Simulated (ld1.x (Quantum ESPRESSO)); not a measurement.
Building the TM potential for nitrogen (N) (PBE, scalar-relativistic).

Input for ld1.x (Quantum ESPRESSO) 7.5:

```
&input
   title='N', zed=7., rel=1, dft='PBE', iswitch=3,
   config='[He] 2s1.5 2p3.5 3d-2',
   nld=3, rlderiv=2.45, eminld=-3.0, emaxld=5.0, deld=0.02
 /
 &inputp
   pseudotype=2, tm=.true., lloc=-1, rcloc=1.30,
   nlcc=.false.,
   file_pseudopw='N.UPF', file_wfcaegen='ae.wfc', file_wfcncgen='nc.wfc', file_beta='beta', file_chi='chi'
 /
3
2S  1  0   1.50   0.00  0.95  0.95  0.0
2P  2  1   3.50   0.00  2.25  2.25  0.0
3D  3  2  -2.00   0.15  2.00  2.00  0.0
 &test
   configts(1)='2s1.5 2p3.5'
 /
```

Command:

```bash
ld1.x < N.in > N.out
```

Output (shortened: banner, matrices, multipoles, cross overlaps and the repeated all-electron block are left out):

```
Program LD1 v.7.5
     --------------------------- All-electron run ----------------------------

     N
     scalar relativistic calculation

     atomic number is  7.00
     dft =PBE   lsd =0 sic =0 latt =0  beta=0.20 tr2=1.0E-14
     Exchange-correlation= PBE
                           (   1   4   3   4   0   0   0)
     mesh =1085 r(mesh) =  99.89202 a.u. xmin = -7.00 dx = 0.01250
     1 Ry =  13.60569312 eV, c = 137.03599908

     n l     nl                  e(Ry)          e(Ha)          e(eV)
     1 0     1S 1( 2.00)       -28.3075       -14.1538      -385.1435
     2 0     2S 1( 1.50)        -1.3827        -0.6913       -18.8120
     2 1     2P 1( 3.50)        -0.5369        -0.2684        -7.3044

     final scf error:  8.4E-15 reached in  21 iterations

     Etot =    -108.483846 Ry,     -54.241923 Ha,   -1475.997912 eV

     Ekin =     108.264110 Ry,      54.132055 Ha,    1473.008264 eV
     Encl =    -255.281607 Ry,    -127.640803 Ha,   -3473.283204 eV
     Eh   =      51.602024 Ry,      25.801012 Ha,     702.081307 eV
     Exc  =     -13.068373 Ry,      -6.534187 Ha,    -177.804278 eV

     normalization and overlap integrals

     s(1S/1S) =  1.000000  <r> =   0.2296  <r2> =    0.0714  r(max) =   0.1483
     s(2S/2S) =  1.000000  <r> =   1.3180  <r2> =    2.1088  r(max) =   1.0167
     s(2P/2P) =  1.000000  <r> =   1.4770  <r2> =    2.8859  r(max) =   0.9671

     ------------------------ End of All-electron run ------------------------

     --------------------- Generating NC pseudopotential ---------------------

      Generating local potential from pseudized AE potential:
      Matching radius rcloc =   1.3000

      Local pseudo, rcloc= 1.289 Estimated cut-off energy=    14.67 Ry

      Wfc   2S  rcut= 0.955  Using Troullier-Martins method

      Wfc   2P  rcut= 2.235  Using Troullier-Martins method

      Wfc   3D  rcut= 2.022  Using Troullier-Martins method

     ------------------- End of pseudopotential generation -------------------

     Computing logarithmic derivative in   2.45434
     Computing logarithmic derivative in   2.45434
     Computing the partial wave expansion
     R is outside the sphere for l=    0 j= 0.00
     R is outside the sphere for l=    1 j= 0.00
     R is outside the sphere for l=    2 j= 0.00

     ---------------------- Testing the pseudopotential ----------------------

     N
     scalar relativistic calculation

     atomic number is  7.00   valence charge is  5.00
     dft =PBE   lsd =0 sic =0 latt =0  beta=0.20 tr2=1.0E-14
     mesh =1085 r(mesh) =  99.89202 xmin = -7.00 dx = 0.01250

     n l     nl             e AE (Ry)        e PS (Ry)    De AE-PS (Ry)
     1 0     2S   1( 1.50)       -1.38266       -1.38268        0.00002
     2 1     2P   1( 3.50)       -0.53687       -0.53687        0.00000

     eps = 3.1E-16  iter =  6

     Etot =    -108.483846 Ry,     -54.241923 Ha,   -1475.997912 eV
     Etotps =   -18.484802 Ry,      -9.242401 Ha,    -251.498546 eV

     Ekin =      11.987467 Ry,       5.993734 Ha,     163.097802 eV
     Encl =     -40.495754 Ry,     -20.247877 Ha,    -550.972796 eV
     Ehrt =      15.801851 Ry,       7.900925 Ha,     214.995134 eV
     Ecxc =      -4.354172 Ry,      -2.177086 Ha,     -59.241530 eV
     Epseu=      -1.424195 Ry,      -0.712097 Ha,     -19.377158 eV

     ---------------------- End of pseudopotential test ----------------------
```

Generation and configuration tests took about 0.64 s on one core of a shared server CPU.
